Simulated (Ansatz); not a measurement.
Species: triethynyl(methoxy)silane, C7H6OSi, net charge 0, singlet state. 
Structure (B3LYP-D3(BJ)/def2-TZVP (Ansatz, a program for electronic structure) minimum search):
SMILES: C#C[Si](C#C)(C#C)OC
```xyz
15

C     -1.0470    -0.3862     2.7468
C     -0.6694    -0.2805     1.6068
Si    -0.0618    -0.1170    -0.1034
C     -0.8982    -1.3105    -1.1808
C     -1.4821    -2.0904    -1.8892
C     -0.4132     1.5833    -0.6569
C     -0.6206     2.7142    -1.0191
O      1.5351    -0.4286    -0.1791
C      2.5281     0.2992     0.5332
H     -1.3864    -0.4813     3.7505
H     -1.9933    -2.7812    -2.5162
H     -0.8101     3.7104    -1.3409
H      2.3649     0.2300     1.6119
H      2.5273     1.3518     0.2384
H      3.4956    -0.1377     0.2909
```

Wanted: atomisation energy (electronic, to ground-state atoms), in kcal/mol. Cores are frozen in the correlated levels unless marked. UHF or UKS for open shells. Spin-orbit coupling is left out. Non-relativistic. The coupled-cluster limit lacks core correlation, which all-electron functionals hold. CBS(X,Y): correlation extrapolated as X^-3; Hartree-Fock from the larger set. [CCSD(T)-MP2]/basis is that difference in the basis named.

```csv
level,program,atomisation energy (kcal/mol)
B97M-V/def2-TZVPD,Ansatz,1643.0
```

Problem. What does RI-MP2/CBS(aug-cc-pV(T+d)Z,aug-cc-pV(Q+d)Z)+[CCSD(T)-MP2]/aug-cc-pV(T+d)Z (Ansatz) give?

Solution. 1644.0 kcal/mol, so B97M-V/def2-TZVPD differs from it by -1.0 kcal/mol.
